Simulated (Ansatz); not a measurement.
Molecule: C$_{6}$H$_{13}$, net charge 0, doublet state. It need not be the lowest isomer of its formula. 
Structure (B3LYP-D3(BJ)/def2-TZVP (Ansatz, a first-principles code) minimum search):
```
C
C 1 1.4911
H 2 1.0935 1 111.55
H 2 1.0935 3 108.23 1 123.02
H 2 1.1011 3 106.33 4 113.88
C 1 1.4935 2 118.96 3 158.93
H 6 1.0943 1 109.76 2 -161.77
H 6 1.0962 7 106.71 1 -118.54
C 1 1.4941 2 118.80 3 -35.14
H 9 1.0937 1 109.75 2 169.78
H 9 1.0976 10 106.59 1 118.38
C 9 1.5420 10 108.85 11 115.94
H 12 1.0911 9 111.15 10 61.69
H 12 1.0914 13 107.79 9 -121.84
H 12 1.0922 13 108.08 14 -116.33
C 6 1.5429 7 108.56 8 -116.15
H 16 1.0911 6 111.09 7 -60.82
H 16 1.0915 17 107.85 6 121.82
H 16 1.0923 17 108.00 18 116.41
```
Charge 0, spin multiplicity 2.

Property: atomisation energy (electronic, to ground-state atoms), in kcal/mol. Valence correlation only, unless marked. UHF or UKS for open shells. No spin-orbit coupling. No relativistic terms. The coupled-cluster limit lacks core correlation, which all-electron functionals hold. Basis-set limits of correlation are two-point, X^-3; Hartree-Fock from the larger set. The bracket is a focal-point correction in the basis named.

```
level                                                     program  atomisation energy (kcal/mol)
-------------------------------------------------  --------------  -----------------------------
r2SCAN/def2-TZVPD                                          Ansatz                         1790.3
PBE0/STO-3G                                                Ansatz                         2166.7
PBE0/def2-SVP                                              Ansatz                         1811.9
PBE0-D4/def2-TZVP                                  Ansatz + dftd4                         1800.9
PBE0-D4/def2-TZVPD                                 Ansatz + dftd4                         1801.1
r2SCANh-D4/def2-TZVPD                              Ansatz + dftd4                         1787.4
r2SCANh/def2-TZVPD                                         Ansatz                         1784.8
B2GP-PLYP-D4/def2-TZVPD                            Ansatz + dftd4                         1764.8
MP2/cc-pVDZ                                                Ansatz                         1681.6
SCS-MP2/STO-3G                                             Ansatz                         1875.1
CCSD/6-31G*                                                Ansatz                         1629.7
CCSD/cc-pVDZ                                               Ansatz                         1657.2
CCSD/cc-pVTZ                                               Ansatz                         1729.2
CCSD(T)/6-31G*                                             Ansatz                         1641.7
RI-MP2/CBS(cc-pVTZ,cc-pVQZ)+[CCSD(T)-MP2]/cc-pVTZ          Ansatz                         1785.3
```
